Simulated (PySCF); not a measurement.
**Removing an electron from `C=C1C=C/C1=C(\C)O[SiH3]`**

Species: C7H10OSi.
Z-matrix (Å and degrees, PBE0-D3(BJ)/def2-SVP geometry), rows numbered from 1:
```
C 
C   1  1.3342
C   2  1.4824  1  136.95
C   3  1.3633  2   92.36  1   179.93
C   4  1.4744  3   92.89  2     0.07
C   5  1.3419  2  135.54  1    -0.03
C   6  1.4924  5  124.21  2  -179.37
O   6  1.3602  5  118.67  2    -1.34
Si  8  1.6729  6  130.36  5   155.63
H   1  1.0928  2  121.19  3     0.07
H   1  1.0914  2  120.30  3  -179.66
H   3  1.0908  2  133.53  1     0.10
H   4  1.0917  3  133.59  2  -179.90
H   7  1.0973  6  111.15  5    -2.08
H   7  1.1030  6  110.86  5   118.47
H   7  1.1044  6  111.29  5  -122.26
H   9  1.4947  8  111.02  6   -57.01
H   9  1.4940  8  111.33  6    64.36
H   9  1.4857  8  105.14  6  -176.50
```

Level: wB97X-D/def2-SVPD (PySCF). Frontier orbitals with their largest atomic shares (Löwdin; up to four atoms above 4 %):

```csv
orbital,ε (eV),main atoms
HOMO−3,-11.35,"Si9 19 %, O8 15 %, H17 13 %, H18 12 %"
HOMO−2,-10.71,"O8 30 %, Si9 10 %, C6 8 %, H18 8 %"
HOMO−1,-8.54,"C1 34 %, C2 27 %, C4 12 %, C5 8 %"
HOMO,-7.70,?
LUMO,0.98,"C4 29 %, C3 25 %, C1 11 %, C2 8 %"
LUMO+1,1.76,"C6 16 %, C2 16 %, C1 15 %, C5 14 %"
LUMO+2,1.87,"Si9 36 %, H17 11 %, H18 10 %, H19 10 %"
```

Task: What vertical ionisation energy does ΔSCF give, and how far is −ε(HOMO) from it?

Result: ΔSCF: 7.68 eV (741 kJ/mol; threshold wavelength 161 nm); ⟨S²⟩ of the doublet left behind is 0.768, against 0.75 for a pure doublet. −ε(HOMO) is 7.70 eV, 0.02 eV above it. In exact Kohn–Sham theory the two would be equal; wB97X-D (range-separated hybrid) comes within 0.02 eV of that here.

Task: On which atoms does the HOMO lie?

Result: C5 (fully substituted alkene carbon) 22 %, C6 (vinylic carbon bearing oxygen) 20 %, C3 (alkene CH carbon) 19 %, O8 (silyl ether oxygen) 13 %, so no atom holds as much as 40 %. The HOMO−1 lies 0.84 eV lower.

Task: How many of the 10 lowest singlet excitations (vertical TDDFT, same level) lie below the ionisation energy?

Result: All 10; they run from 4.44 to 7.06 eV.

Task: What total energies stand behind the ΔSCF value?

Result: E(N) = -636.95132 Eh and E(N − 1) = -636.66909 Eh at the same geometry, 0.28223 Eh apart.

Task: What kinetic energy would electrons from this vertical process carry with He II light (40.814 eV)?

Result: 40.81 − 7.68 = 33.13 eV.

Geometry: PBE0-D3(BJ)/def2-SVP, one conformer, isolated molecule.

Note: wB97X-D ran without an empirical dispersion term, which enters the total energy and its gradient alone.
